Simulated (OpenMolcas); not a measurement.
An OpenMolcas run meant for Ba+ (ANO-RCC-VDZP, DKH2; inactive shells 1s 2s 2p 3s 3p 3d 4s 4p 4d 5s 5p; intended active space 1 electron in 8 orbitals (6s 6p 7s 7p)). One step of its input:

```
&CASPT2
Multistate=1 1
Frozen=14 9
IPEA=3.0
Imaginary=0.1
MaxIter=60
WThr=0.0 0.3 0.05
PrWF=0.5
NoMix
```

The run finished. Its levels beside those of a sound run (SS-CASPT2, IPEA 0.25 Eh, imaginary shift 0.1 Eh (closed shells correlated: 5s 5p)), in cm⁻¹ above each run's lowest level:

```json
{"Level": "6s ²S_1/2", "This run": "0.0", "Usual run": "0.0"}
{"Level": "6p ²P°_1/2", "This run": "20261", "Usual run": "20696"}
{"Level": "6p ²P°_3/2", "This run": "21440", "Usual run": "21875"}
```

Task: Which setting is unsound, and how much does it matter here?

Result: The IPEA shift is far above its usual 0.25 hartree. Against the sound run the excited levels shown move by 440 cm-1 on average and by 440 cm-1 at most.

With one active electron outside closed inactive shells, the extra shells (7p 7s) add no correlation to the reference. ANO sets are built for ground and valence states and can reach diffuse excited orbitals poorly. With one active electron, CASPT2 adds the correlation within the correlated inactive shells and between them and that electron, and leaves the splitting within a term as the reference gives it. Levels of configurations outside the active space are missing.

° marks odd parity.
